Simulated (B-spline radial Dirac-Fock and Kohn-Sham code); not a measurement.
# Dipole and non-dipole photoemission parameters of Er 5s

System: neutral erbium, 1s2 2s2 2p6 3s2 3p6 3d10 4s2 4p6 4d10 4f12 5s2 5p6 6s2; threshold 56.08 eV (orbital energy of the model). These are calculated numbers from a radial atomic solver; the model is Dirac-Hartree-Slater photoionisation with a Latter tail; cross sections with all multipoles, angular parameters from the dipole term and its interference with E2.

For linearly polarised light dσ/dΩ = σ/(4π) [1 + β P₂(cos θ) + (δ + γ cos²θ) sin θ cos φ], with θ from the polarisation vector and φ the angle between the beam and the projection of the electron momentum on the plane normal to the polarisation.

```csv
hν (eV),σ (kb),β,γ
71,56.8,0.408,-0.391
77.5,63.7,0.826,-0.349
80,66.3,0.944,-0.324
81.2,67.6,0.995,-0.311
89.2,74.4,1.245,-0.222
99.1,79.5,1.429,-0.130
100,79.8,1.442,-0.122
108,81.5,1.534,-0.064
150,75.1,1.741,0.123
254,48.1,1.857,0.296
306,38.8,1.877,0.334
459,23.3,1.908,0.388
525,19.4,1.915,0.396
738,11.9,1.930,0.394
936,8.38,1.938,0.372
1000,7.58,1.940,0.362
1020,7.35,1.940,0.359
1486.9,4.05,1.950,0.274
1910,2.67,1.954,0.195
2984.4,1.23,1.961,0.030
5414.7,0.411,1.967,-0.134
5850,0.355,1.967,-0.141
6000,0.338,1.967,-0.142
6110,?,?,?
8460,0.173,1.969,-0.097
10800,0.106,1.970,0.016
12100,0.0838,1.970,0.094
13100,0.0712,1.970,0.159
```

Q: Give the values at 6110 eV.

A: σ = 0.327 kb, β = 1.968, γ = -0.143. For an s subshell δ is negligible.
